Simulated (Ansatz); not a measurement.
The first iterations of a band of C2H10N2Si2 (16 atoms, charge 0, multiplicity 1).

Computed with Ansatz 0.2.0, RKS revPBE-D4/def2-SVP.

```
movable images  : 9
climbing image  : yes
spring          : 5.0 eV/Å²
optimiser       : quadratic models (default)
start path      : IDPP
force threshold : 0.03 eV/Å
iteration limit : 60
end points      : as typed, not relaxed
```

Image 0:

```xyz
16
Properties=species:S:1:pos:R:3
N -0.692 -1.196 -1.320
C -0.353 -0.376 -0.275
C 0.778 0.306 -0.270
Si 2.203 0.470 -1.515
N -1.245 -0.358 0.747
Si -1.437 0.503 2.211
H -1.202 -1.978 -1.001
H 0.058 -1.404 -1.955
H 1.074 0.912 0.656
H 3.454 0.518 -0.818
H 1.946 1.702 -2.283
H 2.140 -0.703 -2.414
H -2.206 -0.597 0.397
H -1.939 1.866 1.922
H -0.146 0.509 2.942
H -2.456 -0.197 3.020
```

Image 10:

```xyz
16
Properties=species:S:1:pos:R:3
N -0.587 -1.324 -1.247
C -0.284 -0.458 -0.228
C 0.827 0.255 -0.235
Si 2.262 0.414 -1.469
N -1.188 -0.429 0.782
Si -1.421 0.477 2.212
H -1.538 -1.585 -1.214
H -0.250 -1.048 -2.152
H 1.096 0.901 0.673
H 3.503 0.522 -0.760
H 1.981 1.611 -2.283
H 2.243 -0.791 -2.326
H -2.138 -0.707 0.430
H -1.958 1.815 1.870
H -0.141 0.545 2.958
H -2.431 -0.222 3.034
```

| iteration | highest image above the first end (eV) | largest band force component (eV/Å) |
| --- | --- | --- |
| 1 | 0.172 | 4.517 |
| 2 | 0.103 | 1.314 |
| 3 | 0.103 | 0.480 |
| 4 | 0.103 | 1.501 |
| 5 | 0.103 | 2.591 |
| 6 | 0.103 | 2.024 |
| 7 | 0.103 | 3.460 |
| 8 | 0.103 | 0.707 |
| 9 | 0.103 | 1.286 |
| 10 | 0.103 | 1.649 |
| 11 | 0.103 | 2.973 |
| 12 | 0.103 | 1.352 |
| 13 | 0.103 | 2.048 |
| 14 | 0.103 | 1.551 |
| 15 | 0.103 | 2.270 |
| 16 | 0.103 | 2.033 |
| 17 | 0.103 | 2.629 |
| 18 | 0.103 | 2.379 |
| 19 | 0.103 | 2.768 |
| 20 | 0.103 | 2.453 |

Q: Does the band converge within its limit, and where does its top end?

A: The run ended unconverged. It ended after 60 iterations with the highest image 0.103 eV above the first end. The band didn't meet its force threshold, so its energies are provisional: the largest band force was still 2.50 eV/Å, and over the last iterations the top stayed at 0.10 eV. The end points aren't both relaxed to the band's threshold either. Inner images lie below an end point, which means an intermediate or an end that isn't the lowest structure nearby.

The run took 11 min on 2 threads of AMD EPYC 9R45 96-Core Processor (Zen 5) (shared host), peak memory 0.22 GiB.
